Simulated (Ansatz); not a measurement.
Cost and result for the atomization energy of C2H3BF2, SMILES `FB1CC1F` (8 atoms, 8 bonds).

The species carries charge 0 and has multiplicity 1. The geometry is a stationary point of PBE0-D4/def2-TZVP. Program: Ansatz. All runs use 2 threads of an Arm Neoverse V2 on a shared host. Times are those of one run each, without the atoms' runs, and a repeat can differ threefold. Electronic energies, without spin–orbit coupling; frozen cores. CCSD(T)/CBS adds CCSD(T) − MP2 in def2-TZVPP to the MP2 limit, and its time is that of the two runs behind it. T1 = 0.013. B3LYP takes the VWN-RPA correlation (the form of Gaussian; ORCA's B3LYP/G). HSE06 is the plane-wave form, built on full-range PBE exchange.

CCSD(T)/CBS is a level of theory with its own doubt, some kJ/mol a heavy atom from the limit and from the frozen cores, so smaller differences don't rank the functionals.

| level | functions | wall time |
| --- | --- | --- |
| revPBE-D4/def2-TZVPP | 197 | 1.7 s |
| HSE06-D4/def2-TZVPP | 197 | 2.7 s |
| B3LYP-D4/def2-TZVPP (with forces) | 197 | 3.1 s |
| CCSD(T)/def2-SVP | 85 | 3.4 s |
| r2SCANh-D4/def2-TZVPP | 197 | 4 s |
| r2SCAN-D4/def2-TZVPP (with forces) | 197 | 4.2 s |
| PBE-QIDH/def2-TZVPP | 197 | 4.3 s |
| ωB97X-V/def2-TZVPP | 197 | 6.5 s |
| B97M-V/def2-TZVPP | 197 | 7.5 s |
| ωB97M-V/def2-TZVPP (with forces) | 197 | 9 s |
| MP2/def2-QZVPP | 375 | 15 s |
| CCSD(T)/def2-TZVPP | 197 | 77 s |
| CCSD(T)/CBS(def2) | – | 92 s |

Question: What atomization energy does each give, and how far from CCSD(T)/CBS? (An estimate is asked.)

Answer: Ansatz gave: 
| level | atomization (kJ/mol) | difference from CCSD(T)/CBS | per bond |
| --- | --- | --- | --- |
| revPBE-D4/def2-TZVPP | 3302.9 | 35.4 | 4.4 |
| HSE06-D4/def2-TZVPP | 3327.5 | 60.0 | 7.5 |
| B3LYP-D4/def2-TZVPP (with forces) | 3283.7 | 16.2 | 2.0 |
| CCSD(T)/def2-SVP | 3136.1 | -131.4 | -16.4 |
| r2SCANh-D4/def2-TZVPP | 3288.1 | 20.6 | 2.6 |
| r2SCAN-D4/def2-TZVPP (with forces) | 3317.0 | 49.5 | 6.2 |
| PBE-QIDH/def2-TZVPP | 3285.8 | 18.3 | 2.3 |
| ωB97X-V/def2-TZVPP | 3293.8 | 26.3 | 3.3 |
| B97M-V/def2-TZVPP | 3308.3 | 40.8 | 5.1 |
| ωB97M-V/def2-TZVPP (with forces) | 3303.5 | 36.0 | 4.5 |
| MP2/def2-QZVPP | 3346.4 | 78.9 | 9.9 |
| CCSD(T)/def2-TZVPP | 3185.8 | -81.7 | -10.2 |
| CCSD(T)/CBS(def2) | 3267.5 | 0.0 | 0.0 |

In def2-TZVPP, CCSD(T) changes the Hartree–Fock value by +785.6 kJ/mol (the triples alone add +55.7 kJ/mol) and MP2 by +897.9 kJ/mol; breaking electron pairs costs correlation energy, which Hartree–Fock lacks. The D4 term adds +18.1 kJ/mol with B3LYP and +9.3 kJ/mol with PBE0; it sums over pairs of atoms, weighted by their polarisabilities, and B3LYP, whose exchange is more repulsive, gets the larger term. Leaving LDA and LC-ωPBE aside and taking each functional with its dispersion term where it has one, the values, not all of them listed here, spread over 253.5 kJ/mol, from BHLYP-D4 to PBE-D4. LDA lies +460.9 kJ/mol from PBE without D4, its usual overbinding.
